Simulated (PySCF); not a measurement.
## Polarisability as a sum over states

Species: SnCl2(SiMe3)2, C6H18Cl2Si2Sn.
Geometry (PBE0-D3(BJ)/def2-SVP, Å), atoms numbered from 1 in this order:
```
atom  x, y, z in Å
Sn1    0.5333   -0.0618    0.3720
Cl2    0.7930   -0.2906    2.7508
Cl3    2.7803   -0.0899   -0.4828
Si4    0.0861    2.4667    0.1429
C5     1.5221    3.2271    1.0797
C6     0.1470    2.9020   -1.6844
C7    -1.5635    2.8951    0.9347
H8     1.4684    4.3276    1.0451
H9     2.4777    2.9059    0.6385
H10    1.5080    2.9062    2.1325
H11    1.0907    2.5454   -2.1253
H12   -0.6886    2.4526   -2.2423
H13    0.0975    3.9950   -1.8197
H14   -2.4078    2.4285    0.4045
H15   -1.5824    2.5557    1.9820
H16   -1.7183    3.9867    0.9271
Si17  -0.2217   -2.4574   -0.2069
C18   -0.4454   -2.6133   -2.0665
C19    1.1988   -3.5131    0.4144
C20   -1.8062   -2.8088    0.7398
H21   -0.6820   -3.6559   -2.3357
H22    0.4797   -2.3284   -2.5912
H23   -1.2629   -1.9745   -2.4341
H24    2.1383   -3.2279   -0.0826
H25    1.3314   -3.3745    1.4983
H26    1.0027   -4.5798    0.2175
H27   -1.6605   -2.5974    1.8105
H28   -2.6447   -2.1948    0.3771
H29   -2.0905   -3.8687    0.6346
```

Theory: TDDFT CAM-B3LYP/def2-SVPD, vertical, gas phase, core orbitals frozen in the response, def2 core potentials past Kr in PySCF 2.14.0, density-fitted response routines. Spin–orbit coupling is left out.

Excitation energies and transition dipoles (atomic units, axes of the coordinates) of those of the lowest 10 singlets that add 0.02 au or more to the mean polarisability:

```
state  ΔE (hartree)      μx      μy      μz
   S1        0.1801  -0.024  -0.315  -0.018
   S3        0.2256  -0.144  -2.545  -0.191
   S4        0.2293   0.606  -0.036   0.356
   S5        0.2312  -0.008  -0.040   0.145
   S7        0.2426  -0.070   0.005  -0.060
   S8        0.2448   0.046   0.822   0.060
   S9        0.2517   0.014  -0.534  -0.123
  S10        0.2530   0.476   0.155  -0.885
```

Question: What does each state add to αxx, αyy and αzz, and how do the sums compare with the full static tensor?

Answer: Each state adds 2 μα² / ΔE.

| state | αxx (au) | αyy (au) | αzz (au) |
| --- | --- | --- | --- |
| S1 | 0.01 | 1.10 | 0.00 |
| S3 | 0.18 | 57.41 | 0.32 |
| S4 | 3.20 | 0.01 | 1.10 |
| S5 | 0.00 | 0.01 | 0.18 |
| S7 | 0.04 | 0.00 | 0.03 |
| S8 | 0.02 | 5.52 | 0.03 |
| S9 | 0.00 | 2.27 | 0.12 |
| S10 | 1.80 | 0.19 | 6.19 |
| all 10 states | 5.3 | 66.6 | 8.0 |
| full response | 184.8 | 236.9 | 188.0 |
| share (%) | 3 | 28 | 4 |

The rest comes from the higher roots of the same response equations.

Question: Give the full tensor and its principal values.

Answer: In au, rows and columns x, y, z:
```
x   184.8   3.7  -2.0
y     3.7 236.9   3.2
z    -2.0   3.2 188.0
```
Principal values 183.4, 188.9 and 237.4 au; mean 203.3 au (30.12 Å³).

Question: By how much does the contribution of these states grow at 532 nm?

Answer: With ω = 0.0856 hartree each state's term in the mean polarisability goes from f / ΔE² to f / (ΔE² − ω²), f = (2/3) ΔE |μ|²; the sum over all 10 states goes from 26.60 to 30.92 au, a rise of 4.33 au.
